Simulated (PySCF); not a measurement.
A TDDFT job was run through a driver script with this input:

```
{"job": {"kind": "uv", "xc": "wB97X-D", "basis": "def2-SVPD", "ip": true}, "charge": 0, "multiplicity": 1}
C      3.380420    -0.597741     0.312149
C      2.305227     0.141697     0.587261
C      1.162976     0.387428    -0.344851
C     -0.155148    -0.153468     0.188632
O     -1.184106     0.198944    -0.695649
Ge    -2.842313    -0.394854    -0.415743
H      3.503747    -1.083458    -0.661647
H      4.180066    -0.740403     1.043813
H      2.227258     0.608377     1.578649
H      1.030229     1.471549    -0.507153
H      1.359205    -0.063280    -1.330601
H     -0.075558    -1.253866     0.305347
H     -0.339411     0.258715     1.203056
H     -3.350501     0.135849     0.941676
H     -2.827884    -1.938102    -0.405423
H     -3.658302     0.163248    -1.586591
```

Output (SCF cycles cut):

```
converged SCF energy = -2310.2125821277

Static polarisability (au): isotropic 86.109, principal 72.807 76.416 109.103

Singlet excitations
state   eV       nm        f      main configurations
  1   6.7717    183.1   0.00035   H-1->L+1 0.45, H-1->L 0.45
  2   7.3966    167.6   0.52493   H->L+2 0.73, H->L 0.20
  3   7.5598    164.0   0.03286   H-1->L+1 0.42, H-1->L 0.36, H->L+3 0.10
  4   7.5891    163.4   0.05570   H->L+3 0.68
  5   7.7277    160.4   0.02700   H-2->L+1 0.35, H-2->L 0.26, H->L+1 0.13
  6   7.9903    155.2   0.00459   H-1->L+2 0.57, H-1->L+4 0.26
  7   8.0954    153.2   0.00215   H->L+5 0.21, H-3->L+2 0.19, H-4->L+2 0.15
  8   8.1791    151.6   0.00088   H->L+5 0.42, H-4->L+2 0.09
  9   8.2313    150.6   0.00063   H-1->L+4 0.38, H-1->L+2 0.26, H-1->L+3 0.11
 10   8.2728    149.9   0.00732   H->L+1 0.40, H-2->L 0.17

Triplet excitations (Tamm-Dancoff, eV): 4.4895 6.4682 7.3057 7.3595
Vertical ionisation energy (delta-SCF) = 9.5955 eV
```

Method: TDDFT wB97X-D/def2-SVPD, vertical, gas phase, core orbitals frozen in the response in PySCF. The structure is a single PBE0-D3(BJ)/def2-SVP conformer in the gas phase; no vibrational or solvent corrections. Relativistic effects, spin–orbit coupling among them, are left out although an element past zinc is present.

What is the gap between the lowest singlet and the lowest triplet?

6.7717 − 4.4895 = 2.2822 eV (full response against Tamm–Dancoff).

Give the energy of state 7 in hartree, cm⁻¹ and kJ/mol.

0.29750 hartree, 65294 cm⁻¹, 781.1 kJ/mol.

Give the mean polarisability in Å³.

86.11 au × 0.148185 = 12.76 Å³.

What is the total energy of state 7 at this geometry?

-2310.21258 + 0.29750 = -2309.91508 hartree.

How much of the mean polarisability do the listed states account for?

The sum over states Σ f/ΔE² (ΔE in hartree) gives 8.76 au, 10% of the total; the rest comes from higher roots of the same response equations.

Which species is it?

`C=CCC[O][GeH3]` (C4H10GeO), point group C1.

H and L stand for HOMO and LUMO.

Time: 3.1 min of wall time. Hardware: Arm Neoverse V1, one thread, no GPU, shared host.

Conformer computed: `[CH2:1]=[CH:2][CH2:3][CH2:4][O:5][GeH3:6]`: C1–C2–C3–C4 118°, C2–C3–C4–O5 176°, C3–C4–O5–Ge6 175°.

The pairwise dispersion term of wB97X-D wasn't added to the energies; at a given geometry it leaves orbitals and properties as they are.
